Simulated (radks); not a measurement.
Q: The table gives one normalised radial function P(r) = r R(r) (large component) of In+ in [Kr] 4d9.5 5s2 6s0.5 (r in bohr). All-electron calculation, Dirac Kohn-Sham, revPBE, spin-unpolarised, spherical densities, finite nucleus; open shells fill j = l - 1/2 first; Fermi nuclear charge, rms radius 4.6156 fm. Program: a radial shooting solver on a logarithmic mesh with Libxc functionals.

r,P
0.004184,0.0001
0.00487,0.0001
0.005715,0.0002
0.006654,0.0003
0.007808,0.0005
0.009163,0.0008
0.01067,0.0013
0.01252,0.0020
0.01457,0.0031
0.0171,0.0048
0.01991,0.0072
0.02336,0.0110
0.0272,0.0164
0.03192,0.0245
0.03716,0.0356
0.04361,0.0520
0.05076,0.0735
0.05957,0.1038
0.06991,0.1437
0.08138,0.1913
0.09551,0.2514
0.1112,0.3162
0.1305,0.3877
0.1519,0.4512
0.1782,0.5016
0.2075,0.5202
0.2435,0.4937
0.2835,0.4124
0.3327,0.2616
0.3904,0.0485
0.4545,-0.1950
0.5334,-0.4649
0.6209,-0.7003
0.7286,-0.8891
0.8483,-0.9868
0.9954,-0.9951
1.159,-0.9236
1.36,-0.7898
1.583,-0.6346
1.858,-0.4684
2.163,-0.3263
2.538,-0.2047
2.979,-0.1160
3.467,-0.0608
4.069,-0.0271
4.737,-0.0108
5.559,-0.0035
6.472,-0.0010
7.595,-0.0002
8.841,0.0000
10.38,0.0000
12.08,0.0000
14.17,0.0000
16.5,0.0000
19.36,0.0000

Which n and l does it have? It may be an empty orbital.

A: n = 4, l = 2: the number of nodes gives n - l - 1 = 1, the rise at small r points to l (this Dirac orbital starts outside the nucleus as r^gamma with gamma = sqrt((l + 1)^2 - (Z/c)^2) = 2.98; the j = 5/2 orbital of l + 1 starts with the same power, but with a smaller coefficient, and then steepens), and the extent must fit the shell. The curve is that of 4d5/2; the two j differ most near the nucleus, where j = l - 1/2 has the larger amplitude, and in heavy atoms j = l - 1/2 is also the more compact. 4d5/2: eigenvalue -30.563 eV, 1 radial node at r = 0.403 bohr, <r> = 1.16 bohr, 90 % of the charge inside 1.81 bohr.
